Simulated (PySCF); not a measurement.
## Worked example: chemical shift, span and skew from a shielding tensor

C2H9BSi, SMILES [SiH3]B(C)C. Atoms are numbered in the order given.

```xyz
13

B      0.3178    -0.2767     0.3221
C      1.8102    -0.4586    -0.1157
H      2.2904    -1.3659     0.2848
H      2.3300     0.3998     0.3599
H      2.0104    -0.3698    -1.1939
C     -0.2221    -0.9504     1.6277
H     -0.7029    -1.8859     1.2716
H     -1.0149    -0.3932     2.1488
H      0.5592    -1.2558     2.3418
Si    -0.9183     0.8168    -0.8720
H     -2.1643     1.3058    -0.1966
H     -1.3493    -0.0399    -2.0296
H     -0.2191     2.0068    -1.4611
```

Geometry optimised at PBE0-D3(BJ)/def2-SVP. The structure was generated by enumeration, and PubChem lists no compound with its InChIKey, so it may never have been made.

GIAO shieldings from KT2/pcSseg-1 (PySCF), non-relativistic, no solvent. The symmetric part of the tensor of C2 has the principal values 132.4, 166.1, 176.3 ppm. The same nucleus in TMS has σ = 185.1 ppm at this level (PySCF, at its B3LYP-D3(BJ)/def2-TZVP geometry).

### Question
Work out the isotropic shielding, the ¹³C shift against TMS, the span and the skew.

### Answer

σ(iso) = (σ11 + σ22 + σ33)/3 = 158.3 ppm. δ = σ(ref) − σ(iso) = 185.1 − (158.3) = 26.8 ppm.
Span Ω = σ33 − σ11 = 43.9 ppm. Skew κ = 3(σ(iso) − σ22)/Ω = -0.54. Tumbling in solution averages the tensor to δ; in a static solid the shielding alone would spread this spin-1/2 line over Ω.
